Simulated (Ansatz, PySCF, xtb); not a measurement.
Complex: SiH4 (SMILES [SiH4]) (first 5 atoms) with PH3 (SMILES P); geometry from B3LYP-D3(BJ)/def2-TZVP.
(charge 0, multiplicity 1):
```xyz
9

Si    -0.13345     0.05216     0.16521
H     -1.49453    -0.35410     0.58002
H     -0.06495     0.10308    -1.31344
H      0.85175    -0.93032     0.66900
H      0.17409     1.39002     0.71759
P     -0.32522    -0.08998     4.27361
H      0.84742     0.27936     3.56648
H     -0.56263    -1.22366     3.45491
H     -1.16045     0.75117     3.49497
```

Interaction energies are E(AB) − E(A) − E(B) at the monomers' geometry in the complex; basis-set methods are counterpoise corrected. Rows marked so take none.

Rows in 6-31G* carry no dispersion term and start afresh at each structure (6-31G* with six Cartesian d functions).

Programs: Ansatz (Gaussian basis) for Hartree–Fock, density functionals and correlated methods; PySCF for 6-31G* rows, the dispersion terms; xtb for the GFN methods. Each number belongs to the level named beside it.

### Question
One of these levels gives -120.1 meV for the interaction energy. Which one is it?
(A) BLYP-D3(BJ)/def2-TZVPPD
(B) HF/6-31G* (no counterpoise)
(C) GFN1-xTB

### Answer
C, GFN1-xTB. The others give 32.5 (HF/6-31G* (no counterpoise)), -48.8 (BLYP-D3(BJ)/def2-TZVPPD)

Ansatz is a program for electronic structure.
